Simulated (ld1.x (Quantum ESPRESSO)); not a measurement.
PBE RRKJ dataset for calcium (Ca), scalar-relativistic all-electron reference.

The input file (ld1.x (Quantum ESPRESSO) 7.5):

```
&input
   title='Ca', zed=20., rel=1, dft='PBE', iswitch=3,
   config='[Ar] 3d0 4s1 4p1',
   nld=3, rlderiv=4.55, eminld=-2.0, emaxld=5.0, deld=0.02
 /
 &inputp
   pseudotype=2, tm=.false., rho0=0.02, lloc=0,
   nlcc=.true., new_core_ps=.true., rcore=1.05,
   file_pseudopw='Ca.UPF', file_wfcaegen='ae.wfc', file_wfcncgen='nc.wfc', file_beta='beta', file_chi='chi'
 /
3
4P  2  1   1.00   0.00  4.20  4.20  0.0
3D  3  2   0.00   0.00  1.70  1.70  0.0
4S  1  0   1.00   0.00  1.15  1.15  0.0
 &test
   configts(1)='3d0 4s1 4p1'
 /
```

Command:

```bash
ld1.x < Ca.in > Ca.out
```

The program printed (shortened: banner, matrices, multipoles, cross overlaps and the repeated all-electron block are left out):

```
[... start of the log left out ...]
     ------------------------ End of All-electron run ------------------------

     --------------------- Generating NC pseudopotential ---------------------

      Generating local pot.: lloc=0, matching radius rcloc =   1.1500

      Computing core charge for nlcc:

       r > 1.06 : true rho core
      Core charge pseudized with two Bessel functions
      Integrated core pseudo-charge :   9.14

      Wfc   4P  rcut= 4.176  Estimated cut-off energy=        9.93 Ry
      This function has    0 nodes for 0 < r <    4.176

      Wfc   3D  rcut= 1.698  Estimated cut-off energy=       80.24 Ry
      This function has    0 nodes for 0 < r <    1.698

       Warning: n=1, l=0 expected 0 nodes, found 1
       Setting wfc to zero for this iteration
       (This warning will only be printed once per wavefunction)

     ------------------- End of pseudopotential generation -------------------

     Computing logarithmic derivative in   4.52916
     Message from routine compute phi:
     negative determinant

      ld=  -0.097434 f2ae  0.131991 faenor  0.478549

 %%%%%%%%%%%%%%%%%%%%%%%%%%%%%%%%%%%%%%%%%%%%%%%%%%%%%%%%%%%%%%%%%%%%%%%%%%%%%%
     Error in routine run_pseudo (1):
     Errors in PS-KS equation
 %%%%%%%%%%%%%%%%%%%%%%%%%%%%%%%%%%%%%%%%%%%%%%%%%%%%%%%%%%%%%%%%%%%%%%%%%%%%%%

     stopping ...
```

The run stopped because the pseudo-atom solver did not find the valence states with the expected number of nodes, which is the usual sign of a ghost state.

The run took about 0.28 s on one core of a shared server CPU.
